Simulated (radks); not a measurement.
Results of a calculation; reference values are marked as such.
Task: All-electron atom: Kr III in [Ar] 3d10 4s2 4p4 (the NIST ground configuration). Level of theory: Dirac Kohn-Sham, LDA (Slater exchange, Perdew-Wang correlation), spin-unpolarised, spherical densities, point nucleus; open shells are shared between the two j in proportion to 2j + 1 (a radial shooting solver on a logarithmic mesh with Libxc functionals). Some entries of the table are withheld. Estimate them.

| orbital | occ. | eigenvalue (hartree) | <r> (bohr) | <r^2> (bohr^2) |
|---|---|---|---|---|
| 1s1/2 | 2 | -520.2419 | 0.04154 | 0.002324 |
| 2s1/2 | 2 | -69.33140 | 0.1835 | 0.03976 |
| 2p1/2 | 2 | -62.80303 | 0.1575 | 0.03044 |
| 2p3/2 | 4 | -60.82840 | 0.1614 | 0.03187 |
| 3s1/2 | 2 | -10.59911 | 0.5311 | 0.3245 |
| 3p1/2 | 2 | -8.29274 | 0.5339 | 0.3339 |
| 3p3/2 | 4 | -8.00124 | 0.5444 | 0.3470 |
| 3d3/2 | 4 | (1) | 0.5527 | 0.3764 |
| 3d5/2 | 6 | (2) | 0.5566 | 0.3816 |
| 4s1/2 | 2 | -1.70004 | 1.498 | (3) |
| 4p1/2 | 1.33333 | -1.16518 | (4) | 3.371 |
| 4p3/2 | 2.66667 | -1.13496 | (5) | 3.494 |

Result: 
(1) 3d3/2 eigenvalue (hartree): -3.96393
(2) 3d5/2 eigenvalue (hartree): -3.91586
(3) 4s1/2 <r^2> (bohr^2): 2.551
(4) 4p1/2 <r> (bohr): 1.714
(5) 4p3/2 <r> (bohr): 1.745
